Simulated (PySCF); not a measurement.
Compound: C3H12Si3.
Atom-mapped SMILES: `[SiH3:1][SiH:2]([SiH3:3])[CH:4]1[CH2:5][CH2:6]1` (hydrogens: H7, H8, H9 on Si1; H10 on Si2; H11, H12, H13 on Si3; H14 on C4; H15, H16 on C5; H17, H18 on C6)

Geometry (PBE0-D3(BJ)/def2-SVP, Å), atoms numbered from 1 in this order:
```xyz
18
C3H12Si3 angstrom
Si     1.4895    2.2771   -0.0234
Si     0.6030    0.2572   -0.8216
Si     2.3098   -1.3339   -1.0632
C     -0.7334   -0.3786    0.3293
C     -2.1503    0.1291    0.2114
C     -1.8319   -1.2721   -0.1946
H      2.0974    2.0639    1.3282
H      0.4210    3.3178    0.0999
H      2.5537    2.7917   -0.9409
H     -0.0192    0.5032   -2.1659
H      3.3787   -0.8326   -1.9827
H      2.9306   -1.6180    0.2693
H      1.7695   -2.6165   -1.6138
H     -0.3945   -0.5975    1.3486
H     -2.7117    0.2869    1.1365
H     -2.3762    0.8573   -0.5740
H     -2.1717   -2.0891    0.4480
H     -1.8371   -1.5159   -1.2617
```

Linear response at CAM-B3LYP/def2-SVPD (PySCF, frozen core in the response, non-relativistic).

Static isotropic polarisability: 124.58 au (18.46 Å³), principal values 102.3, 135.0, 136.5 au.

(1) What is the polarisability at 1064 nm and at the sodium D line?

(2) What is the isotropic C6 coefficient between two such molecules, C6 = (3/π)∫α(iω)² dω?

(3) Which effective excitation energy ω̄ makes London's formula C6 = (3/4)α²ω̄ exact here?

(4) What molar refraction at the D line follows from R = (4π/3)·N_A·α′, with α′ the polarisability volume?

(5) What three-body coefficient follows from the one-pole estimate C9 = (3/4)·α·C6?

(6) What n − 1 at the D line would an ideal gas of it have at 273.15 K and 1 atm (2.6868 × 10¹⁹ cm⁻³), by n − 1 = 2π·N·α′?

(7) What does −C6/R⁶ come to at R = 10 Å between centres?

## Answers

(1) 126.02 au at 1064 nm (+1.2 %), 129.46 au at 589.3 nm (+3.9 %). The rise at 589.3 nm is 3.38 times that at 1064 nm; a pure ω² law gives 3.26. The lowest singlet lies at 190 nm, shorter than both wavelengths.

(2) 5163 au (Eh·bohr⁶) by a ten-point quadrature over imaginary frequencies, which is 3090 eV·Å⁶ or 298 J·nm⁶/mol.

(3) ω̄ = 4·C6/(3α²) = 0.444 Eh = 12.1 eV. A one-pole form α(ω) = α/(1 − ω²/ω̄²) fitted to the 1064 nm value gives 10.9 eV.

(4) α′ = 19.18 Å³ gives R = 48.39 cm³/mol, for isolated, non-vibrating species.

(5) 482000 au. This is an estimate from the two numbers above, not a computed integral.

(6) 32.39 × 10⁻⁴, a formal value whether or not that pressure can be reached.

(7) -300 J/mol. This is the leading, orientation-averaged term; C8 and higher terms are left out.

On Arm Neoverse V2, one thread, shared host, this took 47 s of wall time. This is the whole response run at CAM-B3LYP/def2-SVPD, SCF included.

One conformer stands for the species.
